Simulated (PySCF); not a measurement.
Gas-phase reaction: 3 GeO + 2 HO₂ ⇌ 3 GeO₂ + H₂O

Energies from PySCF, thermal terms from the rigid-rotor harmonic-oscillator model, ideal gas at 1 bar. † marks an energy on the PBE0/def2-TZVP geometry and frequencies; other levels use their own. CCSD(T) freezes the core. 6-31G* has spherical d functions here. Open shells (unrestricted): HO₂ (multiplicity 2); the rest are closed-shell singlets. B3LYP is the form with VWN-RPA correlation. Ge: all electrons, no relativistic terms. GeO₂: computed as isolated molecules; such fragments, hydroxides, amides, oligomers or adducts are transient or little studied in the gas. CCSD(T) isn't extrapolated to the basis-set limit; its ΔH°(298 K) is -316.5 kJ in def2-SVP and -432.1 kJ in def2-TZVPP. The harmonic model lacks anharmonicity and excited electronic states, which grow with temperature; levels with a mode under 35 cm⁻¹ are left out. Warning, large T1 diagnostic: GeO, GeO₂ (CCSD(T)/def2-SVP†, CCSD(T)/def2-TZVPP†).

ΔH° and ΔS° at 298 K: B3LYP/6-31G* -224 kJ, -201 J/K; BLYP/def2-TZVP† -360 kJ, -206 J/K; CCSD(T)/def2-SVP† -316 kJ, -206 J/K; CCSD(T)/def2-TZVPP† -432 kJ, -206 J/K.

Question: With the heat capacities included, give log10 K (1 bar) at 600, 1000, 1400, 1600, 1800 K from B3LYP/6-31G*, BLYP/def2-TZVP†, CCSD(T)/def2-SVP†, CCSD(T)/def2-TZVPP†.

Answer: 
```json
[
 {"T (K)": "600", "B3LYP/6-31G*": "9.2", "BLYP/def2-TZVP†": "20.8", "CCSD(T)/def2-SVP†": "16.9", "CCSD(T)/def2-TZVPP†": "27.0"},
 {"T (K)": "1000", "B3LYP/6-31G*": "1.7", "BLYP/def2-TZVP†": "8.5", "CCSD(T)/def2-SVP†": "6.2", "CCSD(T)/def2-TZVPP†": "12.3"},
 {"T (K)": "1400", "B3LYP/6-31G*": "-1.4", "BLYP/def2-TZVP†": "3.4", "CCSD(T)/def2-SVP†": "1.7", "CCSD(T)/def2-TZVPP†": "6.1"},
 {"T (K)": "1600", "B3LYP/6-31G*": "-2.3", "BLYP/def2-TZVP†": "1.8", "CCSD(T)/def2-SVP†": "0.4", "CCSD(T)/def2-TZVPP†": "4.1"},
 {"T (K)": "1800", "B3LYP/6-31G*": "-3.1", "BLYP/def2-TZVP†": "0.6", "CCSD(T)/def2-SVP†": "-0.7", "CCSD(T)/def2-TZVPP†": "2.7"}
]
```
